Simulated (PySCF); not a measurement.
The numbers are results of M06-2X/def2-TZVP // B3LYP-D3(BJ)/def2-SVP (PySCF), not measurements. Gas-phase values, no solvent. Delta-SCF ions had no search for a lower state. Excitations are Tamm–Dancoff values on a coarser integration grid. The basis has no diffuse functions, so Rydberg states are missing or too high.

Reference species (SMILES): `Cc1c([SiH3])ccc2sccc12` (neutral, multiplicity 1).

```yaml
S1–T1 gap (TDA): 1.12 eV
LUMO: -0.18 eV
brightest of the four lowest singlets (TDA): 5.96 eV
vertical ionisation energy (Delta-SCF): 8.11 eV
```

After one change: the S1–T1 gap (TDA) rises by 0.06 eV; the LUMO drops by 0.24 eV; the brightest of the four lowest singlets (TDA) rises by 0.02 eV; the vertical ionisation energy (Delta-SCF) stays essentially unchanged.

Question: Name the change that produced these shifts. The new species is one of these.
(A) `Cc1c([SiH3])ccc2ccsc12`
(B) `Cc1cc2sccc2cc1[SiH3]`
(C) `Cc1cc2cc([SiH3])ccc2s1`

Answer: A, `Cc1c([SiH3])ccc2ccsc12`
